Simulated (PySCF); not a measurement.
# Dipole response of Ho³⁺ (holmium, charge +3)

[Xe] 4f10, one real determinant. All numbers are calculated (PySCF 2.14, the spin-free X2C one-electron Hamiltonian (Gaussian nucleus), in x2c-TZVPPall with one added diffuse shell each of s, p, d, f type (12s8p8d5f2g, 129 functions)). Coupled (time-dependent) response in atomic units; α is the mean over directions.

```tsv
method	mean α (bohr³)	α xx, yy, zz	C₆ (like pair)	S(−4)
UHF	4.853	4.838, 4.838, 4.882	25.60	3.789
```

S(−4) is the Cauchy moment in α(ω) = α(0) + S(−4) ω² + …

Spin-orbit coupling is absent.

α(iu) at UHF:

```json
{"u (hartree)": "0", "α(iu) (bohr³)": "4.853"}
{"u (hartree)": "0.0500", "α(iu) (bohr³)": "4.844"}
{"u (hartree)": "0.100", "α(iu) (bohr³)": "4.816"}
{"u (hartree)": "0.200", "α(iu) (bohr³)": "4.712"}
{"u (hartree)": "0.300", "α(iu) (bohr³)": "4.560"}
{"u (hartree)": "0.500", "α(iu) (bohr³)": "4.175"}
{"u (hartree)": "0.750", "α(iu) (bohr³)": "3.643"}
{"u (hartree)": "1.00", "α(iu) (bohr³)": "3.132"}
{"u (hartree)": "1.50", "α(iu) (bohr³)": "2.300"}
{"u (hartree)": "2.00", "α(iu) (bohr³)": "1.725"}
{"u (hartree)": "3.00", "α(iu) (bohr³)": "1.066"}
{"u (hartree)": "5.00", "α(iu) (bohr³)": "0.5433"}
```

A single London oscillator, α(iu) = α/(1 + u²/ω²), gives C₆ = (3/4) ω α². Matching the computed C₆ needs ω = 4 × 25.60 / (3 × 4.853²) = 1.45 hartree.

For an ion, C₆ is the dispersion term alone; charge-induced terms of lower order in 1/R come first.

The components differ because the open shell of this determinant is not spherical; for a pure term their mean is the scalar polarisability.

⟨L²⟩ = 34.03 against 42 for a pure I term, so this real determinant mixes terms. Spin-orbit coupling, absent here, splits the open shell strongly.
